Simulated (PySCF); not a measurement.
# The electron affinity along group 11

All values are computed (PySCF 2.14, energy differences of UHF-based or UKS calculations, no spin-orbit coupling). Values in eV. The last column holds reference values (measured affinities from photodetachment; the arrow runs from anion to atom). Unmarked ones compare directly (S terms, centres of terms, or small fine structure); those marked * lie between the lowest fine-structure levels and include a spin-orbit shift.

```
                                 element                           configurations    UHF  r2SCAN  MP2 (valence)  SCS-MP2 (valence)  MP2 (valence and next inner shell)  SCS-MP2 (valence and next inner shell)  reference
Cu (aug-cc-pwCVTZ-PP with ECP10MDF, ECP)            [Ar] 3d10 4s2 → [Ar] 3d10 4s1  0.007   1.248          0.873              0.913                               0.898                                   0.931      1.236
Ag (aug-cc-pwCVTZ-PP with ECP28MDF, ECP)            [Kr] 4d10 5s2 → [Kr] 4d10 5s1  0.103   1.274          1.061              1.076                               1.105                                   1.108      1.304
Au (aug-cc-pwCVTZ-PP with ECP60MDF, ECP)  [Xe] 4f14 5d10 6s2 → [Xe] 4f14 5d10 6s1  0.624   2.199          2.167              2.119                               2.279                                   2.198      2.309
```

Question: Which of these methods has the smallest mean absolute error against the measured values here?

Answer: r2SCAN, with 0.051 eV.

| method | elements | mean error (eV) | mean absolute error (eV) | largest error (eV) |
| --- | --- | --- | --- | --- |
| UHF | 3 | -1.372 | 1.372 | -1.685 |
| r2SCAN | 3 | -0.042 | 0.051 | -0.109 |
| MP2 (valence) | 3 | -0.249 | 0.249 | -0.363 |
| SCS-MP2 (valence) | 3 | -0.247 | 0.247 | -0.323 |
| MP2 (valence and next inner shell) | 3 | -0.189 | 0.189 | -0.337 |
| SCS-MP2 (valence and next inner shell) | 3 | -0.204 | 0.204 | -0.305 |

The highest occupied level of the anion is positive for Cu⁻ at r2SCAN; Ag⁻ at r2SCAN; Au⁻ at r2SCAN, so there the basis helps to hold the electron.

Errors include the incompleteness of the basis and the frozen core.

"Valence" correlates the outer s and p shells and, in groups 3 to 12 and the f block, the outer d or f shell, open or full, or the next shell where the ion has no valence electron left; the wider scheme adds the next inner shell.
